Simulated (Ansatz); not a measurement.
Geometry optimisation, Ansatz, RKS PBE0-D4/def2-SVP.

Input:

```yaml
crystal:
  periodic: [false, false, false]
  atoms:
    - { symbol: Al, position_ang: [0.3337, 0.7687, 0.1638] }
    - { symbol: Cl, position_ang: [1.3863, -1.3247, -0.9658] }
    - { symbol: "N", position_ang: [-1.0997, -0.1934, 0.104] }
    - { symbol: H, position_ang: [-0.2513, -1.1166, -0.3555] }
    - { symbol: Cl, position_ang: [1.5327, 2.3618, 0.4231] }
    - { symbol: H, position_ang: [-1.9017, -0.4958, 0.6303] }
basis:
  gaussian: { orbitals: def2-SVP }
hamiltonian:
  xc: pbe0
  dispersion: d4
relax:
  f_tol: 0.15
  max_steps: 25
  restrain:
    - { distance: [3, 1], at: 2.63, k: 30.0 }
    - { distance: [0, 1], at: 2.23, k: 30.0 }
    - { distance: [3, 2], at: 1.02, k: 30.0 }
```

Run as:

```bash
$ ansatz run input.yaml --threads 2 --pin off --max-ram 3072MiB --backend cpu --events-out ev --progress --plain --runs-dir out
```

Q: Where does it end, and by what steps?

A: It converged. The restraints hold the end off the free minimum. After 7 steps the energy has fallen by 2.642 eV (the restraints' own energy left out); H4 moved furthest, 0.58 Å. Joined: N3–H4.

| step | energy less start (eV) | largest force component (eV/Å) | accepted |
| --- | --- | --- | --- |
| 0 | 0.0000 | 2.768 | yes |
| 1 | -1.1096 | 2.604 | yes |
| 2 | -1.8757 | 1.822 | yes |
| 3 | -2.4838 | 0.961 | yes |
| 4 | -2.6063 | 1.027 | yes |
| 5 | -2.5978 | 1.322 | no |
| 6 | -2.6333 | 0.959 | yes |
| 7 | -2.6421 | 0.985 | yes |

```xyz
6
Properties=species:S:1:pos:R:3
Al 0.587 0.471 -0.018
Cl 1.712 -1.097 -1.044
N -0.947 -0.317 0.198
H -0.804 -1.237 -0.221
Cl 1.316 2.350 0.494
H -1.864 -0.170 0.591
```

Run time: 11 s on 2 threads of Arm Neoverse V2, on a shared host, peak memory 0.15 GiB.
